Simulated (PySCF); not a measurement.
C5H2FN2 (charge -1).
Numbering: `[N:1]#[C:2][c:3]1[cH:4][cH:5][n-:6][c:7]1[F:8]`

Structure used (GFN2-xTB), in Å, numbered top down from 1:
```xyz
10
C5H2FN2 angstrom
N      3.088   -0.572    0.435
C      1.970   -0.331    0.259
C      0.632   -0.056    0.058
C     -0.487   -0.895    0.328
C     -1.595   -0.173   -0.034
N     -1.276    1.061   -0.515
C      0.040    1.109   -0.452
F      0.716    2.221   -0.861
H     -0.448   -1.892    0.736
H     -2.631   -0.468    0.023
```

Probes without a nucleus sit at each ring's centroid and 1 Å off its mean plane on both sides; NICS is minus the shielding there, NICSzz its component along the normal. Level: GIAO PBE0/pcSseg-1 (PySCF, non-relativistic, gas phase) on the GFN2-xTB geometry, one conformer.

Ring bond lengths (Å), with Mayer bond orders in brackets: C3–C4 1.425 (1.22), C4–C5 1.371 (1.53), C5–N6 1.362 (1.32), N6–C7 1.319 (1.60), C7–C3 1.403 (1.31).

Problem. Give the NICS values of each ring in ppm.

Solution. 
| ring | type | NICS(0) | NICS(1), two faces | NICS(1)zz, two faces | rms pucker (Å) | centre to ring atoms, mean (Å) |
| --- | --- | --- | --- | --- | --- | --- |
| C3–C4–C5–N6–C7 | 5-membered ring with N; formal bonds all aromatic | -14.3 | -10.9 / -10.9 | -26.8 / -26.8 | 0.00 | 1.17 |

Problem. What can be read from them?

Solution. 
- C3–C4–C5–N6–C7: mean NICS(1)zz -26.8 ppm, shielded. The ring is flat and has no four-coordinate atom; by the NICS criterion it is aromatic.

Problem. How equal are the bonds by HOMA? HOMA takes Krygowski's 1993 parameters.

Solution. 
- C3–C4–C5–N6–C7: HOMA 0.88; the largest term is that of C3–C4, α(R − Ropt)² = 0.35. The geometric and the magnetic index point the same way.

The run took 14 s of wall time on Arm Neoverse V2, one thread, shared host. This is the whole shielding run at PBE0/pcSseg-1, SCF included.
